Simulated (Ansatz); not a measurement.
Reactions of `C=C[SiH](N)O[SiH](N)Cl`.

Gas-phase electronic energies from Ansatz, PBE0-D4/def2-TZVP geometries. CBS: MP2 limit from def2 TZ/QZ plus the TZ coupled-cluster correction, frozen cores. This one scheme is used for every species, atoms too. No spin–orbit coupling; open shells (•) take unrestricted orbitals. Spin–orbit coupling would lower the free atoms: a little for C, Cl, O, Si. For Br, Ge outer-core shells are correlated without core-valence functions, so the limit isn't a true one: a few kJ/mol of doubt a bond, and 10 to 20 or more in all where bonds break to atoms. Scalar relativity is left out up to krypton. One conformer a species, not always the lowest.

Q: Order these by ΔE at CCSD(T)/CBS, lowest first. (An estimate is asked.)
A. `C=C[Si@@H](N)O[Si@H](N)Cl` → 2 C• + Cl• + 9 H• + 2 N• + O• + 2 Si•
B. `C=C[Si@@H](N)O[Si@H](N)Cl` + `CC(O)F` → `C=COC(C)F` + `N[SiH2]O[SiH](N)Cl`
C. `C=C[Si@@H](N)O[Si@H](N)Cl` + `Cl[SiH2][NH][GeH3]` → `C=C[N]([GeH3])[SiH2]Cl` + `N[SiH2]O[SiH](N)Cl`
D. `C=C[Si@@H](N)O[Si@H](N)Cl` + ethane → `C=C[SiH](N)CC` + `N[SiH](O)Cl`
E. `C=C[Si@@H](N)O[Si@H](N)Cl` + HCl → `C=C[SiH](N)Cl` + `N[SiH](O)Cl`
F. `C=C[Si@@H](N)O[Si@H](N)Cl` + `N[SiH](O)Cl` → `C=C[SiH](N)Cl` + `N[Si@H](Cl)O[Si@@H](N)O`
G. `C=C[Si@@H](N)O[Si@H](N)Cl` + `CBr` → `N[SiH](Cl)Br` + `C=C[SiH](N)OC`
H. `C=C[Si@@H](N)O[Si@H](N)Cl` + `[CH3][GeH2][F]` → `N[SiH](Cl)[GeH2][F]` + `C=C[SiH](N)OC`

A: F (-6.2 kJ/mol), E (+16.4 kJ/mol), C (+51.7 kJ/mol), B (+68.3 kJ/mol), G (+76.4 kJ/mol), D (+140.7 kJ/mol), H (+224.9 kJ/mol), A (+6579.0 kJ/mol).

Largest T1 diagnostic: 0.012, for `C=COC(C)F`.
